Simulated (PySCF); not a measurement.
H₂O₂Sc, SMILES [OH][Sc][OH] (connectivity only; charge and spin as stated), neutral, multiplicity 2.

Coordinates come from a B3LYP-D3(BJ)/def2-TZVP optimisation. One conformer was computed; it need not be the lowest.

These are TDA-PBE/def2-SVPD (PySCF) values and carry that method's errors.

Vertical excitations. The molecule is in vacuum.

Estimate the UV-visible absorptions. (An estimate is asked for; the answer gives what the named calculation found.)


```
state    energy (eV)  λ (nm)      f                              main pairs
-------  -----------  ------  -----  --------------------------------------
root 1          0.74    1673  0.008                      α HOMO→LUMO+1 99 %
root 2          0.84    1477  0.013                        α HOMO→LUMO 98 %
root 3          2.00     621  0.000                     α HOMO→LUMO+2 100 %
root 4          2.26     550  0.025                     α HOMO→LUMO+3 100 %
root 5          2.97     417  0.278                      α HOMO→LUMO+5 98 %
root 6          2.98     416  0.001  α HOMO→LUMO+4 70 %, α HOMO→LUMO+6 28 %
root 7          3.08     402  0.210  α HOMO→LUMO+6 72 %, α HOMO→LUMO+4 27 %
root 8          3.24     383  0.063                     α HOMO→LUMO+7 100 %
root 9          4.60     269  0.003                      α HOMO→LUMO+8 93 %
root 10         4.65     266  0.001                      α HOMO−1→LUMO 90 %
```
Unrestricted roots are not spin-pure.
